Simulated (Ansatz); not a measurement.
`BrC(Br)I` → Br• + `Br[CH]I`•  (homolysis of the Br–C bond)

Computed with Ansatz on PBE0-D4/def2-TZVP structures; ΔE is electronic, products minus reactants. CCSD(T)/CBS adds triple-zeta CCSD(T) − MP2 to the extrapolated MP2 energy (def2 sets, frozen cores). Open shells (•) are unrestricted, without spin–orbit coupling. Spin–orbit coupling would lower the free atoms: clearly for Br. def2 core potentials past Kr. Bonds to Br, I are less sure, by a few kJ/mol each and by 10 to 20 or more in all where they break to atoms, as the def2 sets lack core-valence functions. Scalar relativity is left out up to krypton.

`BrC(Br)I`:

Z-matrix (Å, degrees):
```
C
Br 1 1.922
I 1 2.133 2 112.2
Br 1 1.922 2 111.8 3 127.0
H 1 1.083 2 107.0 3 -116.2
```

`Br[CH]I`•:

```xyz
4

Br   -1.747   -0.170   -0.351
C    -0.011    0.116    0.209
I     1.535   -1.053   -0.427
H     0.223    1.107    0.569
```

```tsv
species	HF/def2-QZVPP energy (Eh)
`BrC(Br)I`	-5480.03109
Br•	-2572.44770
`Br[CH]I`•	-2907.53773
```

(1) Work out ΔE.

Largest T1 diagnostic among the species: 0.014.

Answers

(1) ΔE = (-2572.44770) + (-2907.53773) − (-5480.03109) = 0.04566 Eh = +119.9 kJ/mol. CCSD(T)/CBS gives +281.6 kJ/mol.

From BLYP to BHLYP (50 % exact exchange), in def2-TZVPP and without D4, ΔE moves by −14.3 kJ/mol: exact exchange takes away binding that semilocal exchange gives to molecules. The D4 term adds +15.9 kJ/mol with B3LYP and +8.1 kJ/mol with PBE0; it sums over pairs of atoms, weighted by their polarisabilities, and B3LYP, whose exchange is more repulsive, gets the larger term.

B3LYP here is the variant with VWN-RPA as its local correlation; programs differ in this.
